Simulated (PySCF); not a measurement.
# Radial density of P (phosphorus, neutral)

r2SCAN0, [Ne] 3s2 3p3, high-spin 4S determinant. Computed with PySCF 2.14 in aug-cc-pV(T+d)Z (6s5p4d2f, 55 functions), with no relativity, point nucleus.

```tsv
r (bohr)	4πr²ρ (e/bohr)	4πr²(ρα − ρβ)
0.00136	0.04902	0.0000
0.00229	0.1347	0.0000
0.00386	0.3639	0.0000
0.00649	0.9511	0.0000
0.0109	2.358	0.0001
0.0184	5.340	0.0003
0.0309	10.41	0.0015
0.0519	15.84	0.0073
0.0873	16.38	0.0340
0.147	11.53	0.1195
0.247	12.80	0.2480
0.416	15.68	0.1762
0.699	6.786	0.0061
1.18	2.285	0.7900
1.98	2.462	1.4250
3.33	0.6802	0.5002
5.60	0.03557	0.0320
9.41	6.350e-05	0.0001
```
